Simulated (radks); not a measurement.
The mercury ion Hg+, 79 electrons, occupied as [Xe] 4f14 5d10 6s1.

All-electron calculation, Dirac Kohn-Sham, PBEsol, spin-unpolarised, spherical densities, finite nucleus; Fermi nuclear charge, rms radius 5.4648 fm. Program: a radial shooting solver on a logarithmic mesh with Libxc functionals.

Energy parts (eV):
| part | energy |
|---|---|
| total | -534746.69 |
| kinetic | 616399.34 |
| electron-nucleus | -1348145.63 |
| Hartree | 207012.67 |
| exchange-correlation | -10013.06 |

Orbitals (lengths in bohr, moments of r in powers of bohr):
orbital  occ.  eigenvalue (eV)      <r^2>  small-component weight
1s1/2       2        -82976.28  0.0003812                9.25e-02
2s1/2       2        -14702.91   0.005744                2.12e-02
2p1/2       2        -14113.00   0.004055                2.13e-02
2p3/2       4        -12166.50   0.005241                1.89e-02
3s1/2       2        -3495.405    0.03728                7.11e-03
3p1/2       2        -3228.418    0.03393                7.06e-03
3p3/2       4        -2797.323    0.04033                6.35e-03
3d3/2       4        -2353.057    0.03087                6.24e-03
3d5/2       6        -2260.647    0.03261                6.05e-03
4s1/2       2        -775.1451     0.1801                2.42e-03
4p1/2       2        -660.4996     0.1833                2.33e-03
4p3/2       4        -556.3106     0.2156                2.06e-03
4d3/2       4        -368.3993     0.2265                1.86e-03
4d5/2       6        -348.9714     0.2379                1.79e-03
4f5/2       6        -107.0739     0.2774                1.42e-03
4f7/2       8        -102.8803     0.2853                1.39e-03
5s1/2       2        -126.9353     0.9141                6.24e-04
5p1/2       2         -89.0466      1.068                5.38e-04
5p3/2       4         -70.7263      1.294                4.52e-04
5d3/2       4         -20.0286      2.432                2.56e-04
5d5/2       6         -18.1501      2.651                2.37e-04
6s1/2       1         -14.7592      7.075                8.14e-05
6p1/2       0          -8.3225      11.48                4.82e-05
6p3/2       0          -7.0748      14.33                3.82e-05

The highest occupied level is 6s1/2 at -14.759 eV. The density falls to 0.001 e/bohr^3 at r = 3.89 bohr. For comparison, the ionisation energy in NIST's Atomic Spectra Database is 18.757 eV (measured). In exact Kohn-Sham theory the highest level is minus the ionisation energy, but local and semilocal functionals leave it too shallow, through self-interaction and a potential that decays too fast; potentials with the right tail come closer.

Beside tabulated values, note that spin-unpolarised runs miss the spin-polarisation part of the exchange energy of open shells.
